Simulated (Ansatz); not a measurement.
Stepwise reaction of `C=C[SiH](F)N[SiH2]F` with hydrogen chloride, as a gas-phase model of exchange steps in deposition or etching. ΔE in kJ/mol.

Program: Ansatz. Geometries: PBE0-D4/def2-TZVP. ΔE: electronic, gas phase. CCSD(T)/CBS adds triple-zeta CCSD(T) − MP2 to the extrapolated MP2 energy (def2 sets, frozen cores). This one scheme is used for every species. Functionals use def2-TZVPP. B3LYP here is the variant with VWN-RPA as its local correlation; programs differ in this. Each species was taken in one conformer, which may not be the lowest.

| step | reaction | PBE-D4 | B3LYP-D4 | ωB97M-V | CCSD(T)/CBS |
| --- | --- | --- | --- | --- | --- |
| 1 | `C=C[SiH](F)N[SiH2]F` + HCl → `C=C[SiH](F)N[SiH2]Cl` + H–F | 35.3 | 44.6 | 43.8 | 41.1 |
| 2 | `C=C[SiH](F)N[SiH2]Cl` + HCl → `C=C[SiH](Cl)N[SiH2]Cl` + H–F | 38.7 | 48.0 | 47.2 | 43.5 |

Question: By hand: ΔE of the 2 steps together at CCSD(T)/CBS.

Answer: (41.1) + (43.5) = 84.6 kJ/mol, or 42.3 kJ/mol a step.

In ΔE the steps differ by no more than 2.4 kJ/mol. All are uphill at CCSD(T)/CBS. PBE-D4 differs from CCSD(T)/CBS by -5.8 to -4.8 kJ/mol a step. Isolated molecules leave out the surface, adducts and barriers. Largest T1 diagnostic: 0.012.
